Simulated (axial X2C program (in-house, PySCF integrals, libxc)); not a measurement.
## Photoelectron levels of PtH⁻ by EOM-IP-CCSD

Computed with an in-house all-electron X2C program for linear molecules (integrals from PySCF): two-component X2C with atomic mean-field Coulomb and Gaunt terms, Gaussian nuclei, basis Pt dyall-acv3z, H dyall-av3z with contracted cores.

R = 1.394 Å (0.920 times 1.515 Å, the PBE0 minimum at charge -1 for the lowest determinant).

Vertical detachment energies of PtH⁻ to the states of PtH:

| Ω of PtH | vertical detachment energy (eV) | above lowest (cm⁻¹) | ionised spinor | one-hole weight |
| --- | --- | --- | --- | --- |
| 1/2 | 1.870 | 0 | 47% Pt sσ, 23% Pt dσ, 19% H sσ | 0.95 |
| 5/2 | 1.898 | 226 | 98% Pt dδ | 0.92 |

This point took 20 s on 1 thread of Intel(R) Xeon(R) Platinum 8488C (Sapphire Rapids) (shared host).

Reference electrons by ω block (each with its −ω partner): 1/2: 22, 3/2: 12, 5/2: 5, 7/2: 1. 12 electrons of PtH⁻ correlated (inner shells frozen), 94 natural virtual spinors (a truncated set); levels can be off by some tenths of an eV. Roots sought by Ω: (1/2: 4, 3/2: 3, 5/2: 1); the list ends where they run out and leaves out roots under 60 % one-particle weight. The solver can skip a root, and states that need a further excitation, which the method places far too high, are missing though they may lie low or lowest. T1 of the reference 0.034 (Lee–Taylor). Number of frozen shells: Pt 5 s, 4 p, 2 d, 1 f; H none. Large amplitudes in the reference (orbital relaxation or multireference character) lower the reliability.
